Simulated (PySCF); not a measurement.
Harmonic spectrum computed at PBE0 in the def2-TZVP basis family (core potentials from Rb on, PySCF, no spin–orbit coupling):

| ω (cm⁻¹) | IR (km/mol) |
| --- | --- |
| 125 | 20.9 |
| 554 | 40.6 |
| 572 | 109 |

Task: Which molecule gave it? In each, all ligands are bound to the one heavy central atom.
A. TlF₂ (doublet)
B. InF₂ (doublet)
C. CuF₂ (doublet)
D. SF₂ (singlet)

Result: B. It has C2v symmetry with In–F 1.957 Å (×2).
